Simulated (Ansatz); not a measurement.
AlCl2F was relaxed with r2SCAN-D4 (def2-TZVP) in Ansatz in these states: charge +1 doublet, neutral singlet. The geometries follow in no particular order.

A:

```
atom   x (Å)   y (Å)   z (Å)
 Al1   0.055  -0.004   0.077
 Cl2  -0.637   1.835  -0.563
 Cl3  -0.425  -1.752  -0.916
  F4   1.008  -0.079   1.402
```

B:

```tsv
atom	x (Å)	y (Å)	z (Å)
Al1	0.0779	0.2756	-0.2447
Cl2	1.1277	-1.2787	0.7310
Cl3	-1.6145	-0.4440	0.7985
F4	0.4089	1.4471	-1.2848
```

Question: Judge from the bond lengths which geometry belongs to which state (an estimate).

Answer: A is the neutral singlet (Al1–Cl2 2.067 Å, Al1–Cl3 2.067 Å, Al1–F4 1.634 Å); B is the charge +1 doublet (Al1–Cl2 2.114 Å, Al1–Cl3 2.114 Å, Al1–F4 1.601 Å).
